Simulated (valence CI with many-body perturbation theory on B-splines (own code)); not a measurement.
# I²²⁺: key properties

Computed by configuration interaction combined with many-body perturbation theory (CI+MBPT): three valence electrons over a frozen Dirac-Fock core [Ar] 3d10, a basis of 9 s, 9 p, 8 d, 6 f, 3 g, 1 h functions for each j, with the one-electron correlation potential Σ1, the two-electron term Σ2, the three-electron term Σ3, Breit, model QED; selected CI, second order for the rest, scaled by the run's own slope (own B-spline code, finite nucleus).

No measured spectrum was set against this ion. As an estimate, levels hold to about 250 cm⁻¹ or 0.2 % of their energy and the worst to 1 %, as in measured heavy ions of charge 2 to 7; those with d or f electrons hold less well.

Levels are named by their leading jj configuration (3d3/2^4 stands for four electrons in 3d with j = 3/2), which in mixed levels can hold well under half, so a name can repeat and another be missing.

Rates and lifetimes use the calculated energies. Strong lines usually hold to 10 to 20 %, long lifetimes can be off by a factor of two.

(1) What is the ground level?

(2) How well does LS coupling describe the low levels?

(3) Name the longest-lived excited levels whose lifetime is computed, and their main decay.

(4) Among levels below 1383000 cm⁻¹, which E1 lines absorb most strongly from the ground level?

(5) What are the static dipole polarisabilities of the lowest levels?

Results:

(1) (4s^2 4p1/2) J=1/2, composition 99 % 4s2.4p 2P°, g = 0.664.

(2) Among the lowest 20 levels the leading LS term, summed over configurations, holds 80 % on average. For single configurations the figures are 77 % in LS and 88 % in jj coupling. Terms mix most in the J = 3/2 level at 959550 cm⁻¹, where the leading one holds 38 %.

(3) (4s 4p3/2 4d5/2) J=9/2 at 1271500 cm⁻¹ lives 89.1 μs, mostly by M1 to (4s 4p1/2 4d5/2) J=7/2; (4s^2 4p3/2) J=3/2 at 125070 cm⁻¹ lives 56.4 μs, mostly by M1 to (4s^2 4p1/2) J=1/2.

(4) to (4s^2 4d3/2) J=3/2 at 11.95 nm, f = 0.799; to (4s 4p1/2 4p3/2) J=1/2 at 17.13 nm, f = 0.432; to (4s 4p1/2 4p3/2) J=3/2 at 18.13 nm, f = 0.310.

(5) (4s^2 4p1/2) J=1/2 0.210; (4s^2 4p3/2) J=3/2 0.221 (tensor 0.019) bohr³, of which the core gives 0.0130.
